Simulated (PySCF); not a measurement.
Match the calculated data to a structure.

All candidates are C6H11F2NSi.

- 13C NMR: chemical shifts (computed TMS as zero) by class: 123.1 (1 C), 101.5 (1 C), 88.8 (1 C), 48.4 (1 C), 39.7 (1 C), 37.0 (1 C) ppm [GIAO PBE0/pcSseg-1]
- Rotational structure: rotational constants A, B, C: 1.979, 0.442, 0.418 GHz [GFN2-xTB]
- 1H NMR: chemical shifts (computed TMS as zero) by class: 6.05 (1 H), 4.88 (2 H), 2.89 (2 H), 2.78 (3 H), 2.03 (2 H), 1.90 (1 H) ppm [GIAO PBE0/pcSseg-1]
- Dipole: 1.85 D [PBE0/pcSseg-1]
- NMR, other nuclei: isotropic shieldings of nuclei other than C and H, by class: 247 (1 N), 307 (2 F), 404 (1 Si) ppm [GIAO PBE0/pcSseg-1]

Gas-phase values; electronic properties from PySCF, density fitting. Levels stand in brackets. One conformer (not necessarily the lowest) at the GFN2-xTB geometry, without solvent, vibrations or thermal averaging. GFN2-xTB frequencies show an imaginary mode (26i cm⁻¹), so this geometry is no minimum at that level. NMR values are class means; diastereotopic atoms form classes of their own.

Question: Which candidate is it?
A. `C#C[SiH2]N(C)CCC(F)F`
B. `C=C1[SiH2]N(C)C[C@@H]1C(F)F`
C. `C=C(F)[C@@H]1C[C@H](F)CN1[SiH3]`
D. `F[C@@H]1CCN[Si@@H]1[C@@H]1C[C@@H]1F`

Answer: A. It is `C#C[SiH2]N(C)CCC(F)F`. Numbering: `[CH:1]#[C:2][SiH2:3][N:4]([CH3:5])[CH2:6][CH2:7][CH:8]([F:9])[F:10]`. Its formula, C6H11F2NSi, gives 2 degrees of unsaturation: 0 rings and 2 π bonds in the structure found. 6 carbons fall into 6 classes; from least to most shielded: CHF2 carbon [C8] (123.1 ppm), terminal alkyne carbon [C1] (101.5 ppm), alkyne carbon [C2] (88.8 ppm), sp3 carbon bound to nitrogen [C6] (48.4 ppm), N-methyl carbon [C5] (39.7 ppm), chain CH2 carbon [C7] (37.0 ppm). Hydrogen classes from least to most shielded: 1 H on a CHF2 carbon, C8 (6.05 ppm), 2 H on an SiH2 silicon, Si3 (4.88 ppm), 2 H on an sp3 carbon bound to nitrogen, C6 (2.89 ppm), 3 H on an N-methyl carbon, C5 (2.78 ppm), 2 H on a chain CH2 carbon, C7 (2.03 ppm, a mean of values up to 1.0 ppm apart in this geometry), 1 H on a terminal alkyne carbon, C1 (1.90 ppm). The other shieldings belong to: 247 ppm, silicon-bound nitrogen [N4]; 307 ppm, fluorine of a CF2 group [F9/F10]; 404 ppm, SiH2 silicon [Si3]. The optimised geometry has point group C1 and is an asymmetric top.

The others, at the same levels:
- `F[C@@H]1CCN[Si@@H]1[C@@H]1C[C@@H]1F` fails: its computed 13C shifts are 90.4 (1 C), 75.4 (1 C), 47.7 (1 C), 37.8 (1 C), 11.7 (1 C), 7.3 (1 C) ppm, 1H shifts are 5.12 (1 H), 4.90 (1 H), 4.89 (1 H), 3.73 (1 H), 3.38 (1 H), 2.40 (1 H), 1.70 (1 H), 0.95 (1 H), 0.77 (1 H), 0.76 (1 H), 0.56 (1 H) ppm and rotational constant A is 2.120 GHz (against 1.979 GHz).
- `C=C(F)[C@@H]1C[C@H](F)CN1[SiH3]` fails: its computed 13C shifts are 180.0 (1 C), 95.9 (1 C), 95.7 (1 C), 63.2 (1 C), 57.7 (1 C), 39.1 (1 C) ppm, 1H shifts are 5.29 (1 H), 4.79 (1 H), 4.56 (3 H), 4.52 (1 H), 3.88 (1 H), 3.44 (1 H), 3.35 (1 H), 2.63 (1 H), 2.30 (1 H) ppm and rotational constant A is 1.439 GHz (against 1.979 GHz).
- `C=C1[SiH2]N(C)C[C@@H]1C(F)F` fails: its computed 13C shifts are 152.2 (1 C), 140.5 (1 C), 122.2 (1 C), 57.9 (1 C), 57.2 (1 C), 37.2 (1 C) ppm, 1H shifts are 6.57 (1 H), 6.12 (1 H), 5.85 (1 H), 5.04 (1 H), 4.98 (1 H), 3.26 (1 H), 3.07 (1 H), 2.75 (1 H), 2.73 (3 H) ppm and rotational constant A is 1.546 GHz (against 1.979 GHz).

Each candidate is one conformer, not necessarily the lowest. The conformers computed, where there is a choice (atom-mapped SMILES and torsion angles):
- `[CH:1]#[C:2][SiH2:3][N:4]([CH3:5])[CH2:6][CH2:7][CH:8]([F:9])[F:10]`: C2–Si3–N4–C5 -101°, Si3–N4–C6–C7 104°, N4–C6–C7–C8 -176°, C6–C7–C8–F9 176°

The conformers of `F[C@@H]1CCN[Si@@H]1[C@@H]1C[C@@H]1F`, `C=C(F)[C@@H]1C[C@H](F)CN1[SiH3]` and `C=C1[SiH2]N(C)C[C@@H]1C(F)F` aren't listed.
